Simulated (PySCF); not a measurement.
An unknown shows these calculated signals:

¹H NMR (600 MHz, computed): δ 7.80 (dt, J = 8.1, 1.1 Hz, 1H), 7.36 (dd, J = 10.0, 1.2 Hz, 1H), 7.24 (dd, J = 3.1, 1.3 Hz, 1H), 6.91 (dd, J = 4.5, 3.1 Hz, 1H), 6.63 (dd, J = 10.0, 7.3 Hz, 1H), 6.60 (dt, J = 4.5, 1.2 Hz, 1H), 6.48 (dd, J = 8.1, 7.3 Hz, 1H).

¹³C{¹H} NMR (computed): δ 134.3 (C), 126.1 (CH), 122.3 (CH), 118.2 (CH), 117.7 (CH), 113.1 (CH), 112.0 (CH), 101.8 (CH).

One conformer, no solvent, no relativistic terms. NMR shieldings at B97-2/pcSseg-1/GIAO; coordinates at the PBE0-D3(BJ)/def2-SVP level; J: B3LYP/pcJ-1 (without the spin–dipole term); PySCF 2.14.

References, each an isolated molecule treated in the same way: TMS for ¹H (σ = 31.38 ppm) and ¹³C (σ = 183.69 ppm).

**Question.** Which of these does the molecule contain: a ketone, a C≡C triple bond, a three-membered ring, a heteroaromatic ring?

**Answer.** 
- A ketone: no.
- A C≡C triple bond: no.
- A three-membered ring: no.
- A heteroaromatic ring: yes.

The data belong to `c1ccn2cccc2c1`, C₈H₇N; they needn't prove each group on their own.

Carbon signals by region: 8 in the sp2 and nitrile region (100–160 ppm).

Splittings below 1 Hz are ignored in the labels, and close J values are merged. Unscaled 3J(H,H) at this level run about 10 % above measured values. Shifts are as computed. Against solution values, carbons near 30 ppm lie about +1 ppm off and those near 130 ppm about +2 ppm. Of 1211 compounds with measured shifts, 218 miss one by over three times the rms of a fit or turn the order of signals round; such compounds aren't used in these exercises.
